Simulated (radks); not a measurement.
All-electron atom: the holmium ion Ho+ in [Xe] 4f11 6p1 (not the ground configuration).

Calculated with a radial shooting solver on a logarithmic mesh with Libxc functionals: Dirac Kohn-Sham, PBE, spin-unpolarised, spherical densities, point nucleus; open shells fill j = l - 1/2 first.

Energy parts (eV):
total: -343629.58
kinetic: 378171.00
electron-nucleus: -848360.20
Hartree: 133951.11
exchange-correlation: -7391.48

Orbitals (lengths in bohr, moments of r in powers of bohr):
| orbital | occ. | eigenvalue (eV) | <r^2> | <1/r> | <r> |
|---|---|---|---|---|---|
| 1s1/2 | 2 | -55444.44 | 0.0005880 | 76.08 | 0.02074 |
| 2s1/2 | 2 | -9274.838 | 0.009108 | 18.26 | 0.08752 |
| 2p1/2 | 2 | -8827.123 | 0.006581 | 18.23 | 0.07290 |
| 2p3/2 | 4 | -7970.131 | 0.007804 | 15.88 | 0.08007 |
| 3s1/2 | 2 | -2077.143 | 0.06027 | 6.676 | 0.2294 |
| 3p1/2 | 2 | -1881.447 | 0.05588 | 6.590 | 0.2191 |
| 3p3/2 | 4 | -1702.444 | 0.06277 | 5.993 | 0.2326 |
| 3d3/2 | 4 | -1367.297 | 0.04961 | 5.876 | 0.2054 |
| 3d5/2 | 6 | -1328.191 | 0.05152 | 5.730 | 0.2096 |
| 4s1/2 | 2 | -416.3259 | 0.3041 | 2.791 | 0.5188 |
| 4p1/2 | 2 | -338.6523 | 0.3183 | 2.682 | 0.5286 |
| 4p3/2 | 4 | -298.5271 | 0.3565 | 2.476 | 0.5596 |
| 4d3/2 | 4 | -170.7633 | 0.4049 | 2.254 | 0.5903 |
| 4d5/2 | 6 | -163.4861 | 0.4201 | 2.203 | 0.6014 |
| 5s1/2 | 2 | -58.0500 | 1.838 | 1.044 | 1.277 |
| 5p1/2 | 2 | -37.1706 | 2.365 | 0.9142 | 1.441 |
| 5p3/2 | 4 | -32.1446 | 2.732 | 0.8414 | 1.548 |
| 4f5/2 | 6 | -11.2801 | 0.9637 | 1.614 | 0.8383 |
| 4f7/2 | 5 | -10.3037 | 1.021 | 1.586 | 0.8585 |
| 6p1/2 | 1 | -6.3683 | 23.27 | 0.2733 | 4.547 |
| 6p3/2 | 0 | -5.9590 | 25.85 | 0.2583 | 4.798 |

The highest occupied level is 6p1/2 at -6.368 eV. Summed over all electrons, <r^2> = 61.35 bohr^2, which gives a Langevin (diamagnetic) susceptibility term of -48.6 x 10^-6 cm^3/mol.
